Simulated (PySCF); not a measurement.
Precursor series Sc NH2-Br. Isolated molecules, 0 K electronic values unless said otherwise. One relaxed conformer stands for each flexible species; it need not be the lowest.

The numbers are results of PySCF 2.14.0 with TPSSh-D3(BJ)/def2-TZVP // BP86-D3(BJ)/def2-SVP, not measurements. All candidates: neutral, multiplicity 1. 

```
Quantity         Result
-------------  --------
LUMO           -2.04 eV
HOMO           -6.61 eV
HOMO–LUMO gap   4.58 eV
```

### Question
Identify which member has these values.
(A) [Sc(Br)3]
(B) [Sc(NH2)3]
(C) [Sc(NH2)2(Br)]
(D) [Sc(NH2)(Br)2]

### Answer
C, [Sc(NH2)2(Br)]. The others give [Sc(NH2)3]: -1.26 eV, -5.77 eV, 4.51 eV; [Sc(Br)3]: -3.73 eV, -7.93 eV, 4.20 eV; [Sc(NH2)(Br)2]: -2.88 eV, -7.39 eV, 4.51 eV
